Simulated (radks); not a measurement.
Results of a calculation; reference values are marked as such.
Mean orbital radii <r> (bohr) of neutral zirconium, [Kr] 4d2 5s2, at several levels of relativity; Dirac values are averaged over j with weights 2j + 1. Spin-unpolarised spherical Kohn-Sham, PBEsol, point nucleus unless stated (finite: rms radius 4.2694 fm), a radial shooting solver on a logarithmic mesh with Libxc functionals. A level marked "c x" has the speed of light scaled by that factor and shares open shells by 2j + 1; other Dirac levels either fill j = l - 1/2 first or share by 2j + 1.

| shell | non-rel. | scalar-rel. | Dirac, low j first | Dirac, c x 0.85 | change of magnitude, last against first (%) |
|---|---|---|---|---|---|
| 1s | 0.03816 | 0.03708 | 0.03708 | 0.03665 | -3.95 |
| 2s | 0.1674 | 0.1627 | 0.1624 | 0.1604 | -4.22 |
| 2p | 0.1437 | 0.1418 | 0.1416 | 0.1408 | -2.04 |
| 3s | 0.4704 | 0.4588 | 0.4586 | 0.4540 | -3.50 |
| 3p | 0.4674 | 0.4624 | 0.4622 | 0.4602 | -1.54 |
| 3d | 0.4516 | 0.4527 | 0.4527 | 0.4532 | +0.37 |
| 4s | 1.240 | 1.213 | 1.213 | 1.202 | -3.06 |
| 4p | 1.378 | 1.369 | 1.369 | 1.365 | -0.94 |
| 5s | 3.798 | 3.710 | 3.714 | 3.675 | -3.23 |
| 4d | 2.241 | 2.298 | 2.304 | 2.322 | +3.62 |
| 5p (empty) | 5.112 | 5.102 | 5.110 | 5.098 | -0.29 |
